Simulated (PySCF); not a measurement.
Work out the structure from these simulated measurements.

Elements present: B, C, Cl and H. Monoisotopic mass: 130.0721 u.

| Property | Result |
| --- | --- |
| Triplet | lowest triplet excitation (Tamm–Dancoff): 5.37 eV [TDA CAM-B3LYP/def2-SVPD] |
| UV, first state | lowest singlet excitation: 5.86 eV (212 nm, f = 0.002) [TDDFT CAM-B3LYP/def2-SVPD] |
| Polarisability | 96.3 au [CAM-B3LYP/def2-SVPD] |
| 13C NMR | chemical shifts (computed TMS as zero) by class: 58.6 (1 C), 39.7 (1 C), 34.3 (1 C), 34.2 (1 C), 30.2 (1 C), 25.4 (1 C) ppm [GIAO PBE0/pcSseg-1] |
| UV, strongest line | among the 10 lowest singlet transitions: S9 at 8.03 eV (154 nm, f = 0.055) [TDDFT CAM-B3LYP/def2-SVPD] |
| Dipole | 2.42 D [CAM-B3LYP/def2-SVPD] |
| NMR, other nuclei | isotropic shieldings of nuclei other than C and H, by class: 14 (1 B), 877 (1 Cl) ppm [GIAO PBE0/pcSseg-1] |
| Valence photoelectron | vertical ionisation energy: 10.20 eV [ΔSCF CAM-B3LYP/def2-SVPD] |
| 1H NMR | chemical shifts (computed TMS as zero) by class: 7.60 (1 H), 3.44 (1 H), 2.87 (1 H), 2.79 (1 H), 2.10 (1 H), 1.82 (1 H), 1.44 (1 H), 1.43 (1 H), 1.42 (1 H), 0.80 (1 H), 0.79 (1 H), 0.20 (1 H) ppm [GIAO PBE0/pcSseg-1] |
| Rotational structure | rotational constants A, B, C: 3.858, 0.876, 0.752 GHz [PBE0-D3(BJ)/def2-SVP] |

The electronic properties come from PySCF, for the isolated species, density fitting. Levels stand in brackets. The structure is a single PBE0-D3(BJ)/def2-SVP conformer in the gas phase; no vibrational or solvent corrections. Each NMR value is the plain mean over a class of atoms that symmetry, rotation or inversion makes alike.

Task: Which formula fits the mass and the elements?

Result: C6H12BCl (calculated 130.0721). No other formula that holds each of these elements comes within 0.0003 u with a fitting electron parity and a possible valence count.

Task: Propose a structure and show how it fits.

Result: Numbering: `[Cl:1][CH2:2][C@H:3]1[CH2:4][BH:5][CH2:6][CH2:7][CH2:8]1`. 6 carbons fall into 6 classes; from least to most shielded: sp3 C–Cl carbon [C2] (58.6 ppm), sp3 CH carbon [C3] (39.7 ppm), ring sp3 carbon bound to boron [C4] (34.3 ppm), ring CH2 carbon [C8] (34.2 ppm), ring sp3 carbon bound to boron [C6] (30.2 ppm), ring CH2 carbon [C7] (25.4 ppm). Hydrogen classes from least to most shielded: 1 H on a three-coordinate boron, B5 (7.60 ppm), 1 H on an sp3 C–Cl carbon, C2 (3.44 ppm), 1 H on an sp3 C–Cl carbon, C2 (2.87 ppm), 1 H on an sp3 carbon bound to boron, C4 (2.79 ppm), 1 H on an sp3 carbon bound to boron, C6 (2.10 ppm), 1 H on a ring CH2 carbon, C7 (1.82 ppm), 1 H on a ring CH2 carbon, C7 (1.44 ppm), 1 H on an sp3 CH carbon, C3 (1.43 ppm), 1 H on a ring CH2 carbon, C8 (1.42 ppm), 1 H on a ring CH2 carbon, C8 (0.80 ppm), 1 H on an sp3 carbon bound to boron, C6 (0.79 ppm), 1 H on an sp3 carbon bound to boron, C4 (0.20 ppm). The other shieldings belong to: 14 ppm, three-coordinate boron [B5]; 877 ppm, alkyl chlorine [Cl1]. The first electron is taken from the HOMO, whose largest Löwdin shares are 0.24 on the alkyl chlorine, 0.12 on an sp3 carbon bound to boron, 0.12 on the three-coordinate boron and 0.09 on an sp3 carbon bound to boron. The optimised geometry has point group C1 and is an asymmetric top. Structure: `ClC[C@H]1CBCCC1`. The assignments are read from this structure; whether some other isomer fits the data as well wasn't checked. The mirror image fits equally.
